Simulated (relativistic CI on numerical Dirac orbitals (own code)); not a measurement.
# Ti³⁺ in a cubic cluster: L2,3 absorption with charge transfer

Computed with a charge-transfer multiplet model of a cubic metal-ligand cluster with up to one ligand hole, Slater and spin-orbit integrals from Dirac-Coulomb-Breit ions, Slater integrals scaled by 0.7. The ground state mixes d1 with configurations of k ligand holes L, whose averages lie at kΔ + k(k − 1)U_dd/2; a core hole lowers each added d electron by U_cd. 300 K, Lorentzian 0.4 eV and Gaussian 0.3 eV FWHM.

Atomic integrals in eV (Slater integrals scaled, ζ unscaled), ground: F2dd 5.756, F4dd 3.579, zeta_d 0.017; with the core hole: F2dd 7.186, F4dd 4.510, zeta_d 0.027, zeta_core 3.743, F2cd 3.935, G1cd 2.866, G3cd 1.625. Where a configuration has fewer than two d electrons, the dd integrals are those of d2.

Cluster parameters (eV): U_dd = 4.4, U_cd = 5.7, 10Dq = 0.35, 10Dq(ligand) = 0.3, V(eg) = 1.75, V(t2g) = -0.94, final-state hopping factor = 0.9.

```json
{"Case": "Δ = 4.4 eV", "n_d": "1.27", "d1": "0.73", "d2L": "0.27", "S": "0.50"}
{"Case": "Δ = 6.4 eV", "n_d": "1.19", "d1": "0.81", "d2L": "0.19", "S": "0.50"}
{"Case": "Δ = 7.4 eV", "n_d": "1.17", "d1": "0.83", "d2L": "0.17", "S": "0.50"}
{"Case": "Δ = 8.4 eV", "n_d": "1.14", "d1": "0.86", "d2L": "0.14", "S": "0.50"}
{"Case": "Δ = 9.4 eV", "n_d": "1.12", "d1": "0.88", "d2L": "0.12", "S": "0.50"}
```

Weights, n_d and S are thermal averages at 300 K. Photon energies count from the first peak over 30 % of the highest in each spectrum, which can be another peak from case to case. The parameters are a model scan and need not match a compound or its usual spin state. Peaks in eV (height, largest 100):
- Δ = 4.4 eV: 0.0 (100), 1.9 (17), 3.6 (34), 5.2 (93), 7.6 (7)
- Δ = 6.4 eV: 0.0 (100), 3.4 (38), 5.1 (99), 7.6 (7)
- Δ = 7.4 eV: 0.0 (96), 3.4 (37), 5.1 (100), 7.7 (7)
- Δ = 8.4 eV: 0.0 (96), 3.5 (38), 5.2 (100), 7.8 (7)
- Δ = 9.4 eV: -1.2 (26), 0.0 (95), 3.5 (38), 5.1 (100), 7.8 (7)

Curve for Δ = 9.4 eV (points under 2 left out, the grid thinned):

E (eV), Intensity and a bar:
```
     -3.7        2.2 
     -3.4        3.1 
     -3.1        5.4 #
     -2.9        7.5 ##
     -2.6        9.8 ##
     -2.3       11.6 ###
     -2.1       13.2 ###
     -1.8       20.4 ######
     -1.5       25.1 #######
     -1.2       26.4 #######
     -0.9       30.2 #########
     -0.7       48.8 ##############
     -0.4       75.6 #######################
     -0.1       92.2 ############################
      0.1       89.8 ###########################
      0.4       52.9 ################
      0.7       35.3 ##########
      1.0       18.5 #####
      1.3        9.4 ##
      1.5        7.9 ##
      1.8        9.6 ##
      2.1       13.7 ####
      2.3       15.4 ####
      2.6       23.9 #######
      2.9       31.2 #########
      3.2       33.1 ##########
      3.5       37.6 ###########
      3.7       30.3 #########
      4.0       22.0 ######
      4.3       26.4 #######
      4.5       37.4 ###########
      4.8       75.3 ######################
      5.1      100.0 ##############################
      5.4       89.2 ###########################
      5.7       63.6 ###################
      5.9       42.3 ############
      6.2       19.2 #####
      6.5        9.1 ##
      6.7        6.5 #
      7.0        4.7 #
      7.3        4.3 #
      7.6        6.3 #
      7.9        6.3 #
      8.1        3.9 #
      8.4        2.1
```

For the case Δ = 6.4 eV, Δ = 6.4 eV is larger than U_dd = 4.4 eV, the Mott-Hubbard side of the Zaanen-Sawatzky-Allen scheme. With the core hole the configuration with one ligand hole lies at Δ + U_dd − U_cd = 3.1, 5.1, 6.1, 7.1, 8.1 eV from the one without, in the order of the table; where this is negative the screened configuration lies lower, though the effective hopping of about 3.6 eV (from the holes of the mixed ground state) mixes the two strongly wherever it is as large as the gap.

With at most 1 ligand hole the space is cut while the next configuration still counts, so covalency is underestimated, and a final configuration with one more ligand hole, which can lie low, is missing from the spectra.
